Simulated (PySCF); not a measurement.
# CaF⁻: energy against distance

Set-up: Ca aug-cc-pVDZ-X2C, F aug-cc-pVDZ-DK; spin-free X2C with a Gaussian nucleus (PySCF 2.14). Energies in eV from Ca + F⁻ in their ground configurations at the same level. State: ¹Σ⁺ (singlet), closed shell.

| R (Å) | RHF-MP2 | r²SCAN | RHF-SCS-MP2 |
| --- | --- | --- | --- |
| 1.736 | -2.088 | -2.643 | -2.044 |
| 1.816 | -2.625 | -3.105 | -2.590 |
| 1.897 | -2.927 | -3.349 | -2.900 |
| 1.958 | -3.043 | -3.431 | -3.021 |
| 2.018 | -3.089 | -3.449 | -3.071 |
| 2.079 | -3.082 | -3.420 | -3.068 |
| 2.159 | -3.015 | -3.332 | -3.005 |
| 2.260 | -2.873 | -3.169 | -2.866 |
| 2.381 | -2.656 | -2.936 | -2.652 |
| 2.543 | -2.341 | -2.605 | -2.340 |

**Question.** Put a parabola through the three lowest points of the RHF-MP2 curve and estimate Re, k and ωe (reduced mass 12.88 u; 1 eV/Å² = 0.16022 mdyn/Å; ωe = 1302.8·√(k/μ) cm⁻¹).

**Answer.** Through R = 1.958, 2.018, 2.079 Å the second-order coefficient is 7.28 eV/Å², so Re ≈ 2.041 Å, k ≈ 2.33 mdyn/Å and ωe ≈ 555 cm⁻¹. A polynomial fit of higher order to the unrounded RHF-MP2 energies gives Re = 2.039 Å, k = 2.05 mdyn/Å, ωe = 519 cm⁻¹; anharmonicity and rounding make the difference.

The higher-order fit for each curve: RHF-MP2: Re = 2.039 Å, ωe = 519 cm⁻¹, De = 3.09 eV; r²SCAN: Re = 2.008 Å, ωe = 529 cm⁻¹, De = 3.45 eV; RHF-SCS-MP2: Re = 2.043 Å, ωe = 517 cm⁻¹, De = 3.08 eV.

Correlated steps freeze 6 core orbitals. Correlated levels converge slowly with the basis: in double zeta they bind strong bonds too weakly, by up to about 1 eV, and carry superposition errors of some tenths. For an ion De counts to the pair picked by the measured ionisation energies or electron affinities, which need not be the lowest pair at this level. The highest Kohn–Sham level is positive in this anion. Much of that is self-interaction error, but it also means that the finite basis helps to hold the extra electron.
